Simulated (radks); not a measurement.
All-electron atom: Ga3+ in [Ar] 3d10.

Method: Dirac Kohn-Sham, LDA (Slater exchange, Perdew-Wang correlation), spin-unpolarised, spherical densities, finite nucleus; Fermi nuclear charge, rms radius 3.9973 fm; computed with a radial shooting solver on a logarithmic mesh with Libxc functionals.

Energy parts (hartree):
total: -1939.02466
kinetic: 1976.78422
electron-nucleus: -4647.04624
Hartree: 803.12485
exchange-correlation: -71.88750

Orbitals (lengths in bohr, moments of r in powers of bohr; r(90%) holds 90 % of the orbital's charge):
orbital  occ.  eigenvalue (hartree)     <r^2>  r(90%)  small-component weight
1s1/2       2             -376.3839  0.003187  0.0870                1.25e-02
2s1/2       2             -47.52055   0.05611   0.338                2.40e-03
2p1/2       2             -42.25899   0.04364   0.309                2.40e-03
2p3/2       4             -41.24457   0.04515   0.314                2.35e-03
3s1/2       2              -6.65730    0.4928   0.979                5.44e-04
3p1/2       2              -4.95521    0.5331    1.04                4.96e-04
3p3/2       4              -4.82156    0.5503    1.05                4.83e-04
3d3/2       4              -1.95243    0.7877    1.34                3.54e-04
3d5/2       6              -1.93505    0.7983    1.35                3.51e-04

The highest occupied level is 3d5/2 at -52.655 eV. For comparison, the ionisation energy in NIST's Atomic Spectra Database is 63.24 eV (measured). In exact Kohn-Sham theory the highest level is minus the ionisation energy, but local and semilocal functionals leave it too shallow, through self-interaction and a potential that decays too fast; potentials with the right tail come closer. Summed over all electrons, <r^2> = 12.58 bohr^2, which gives a Langevin (diamagnetic) susceptibility term of -9.96 x 10^-6 cm^3/mol. The electron density at the nucleus is 2.808e+04 e/bohr^3. The density falls to 0.001 e/bohr^3 at r = 2.58 bohr.
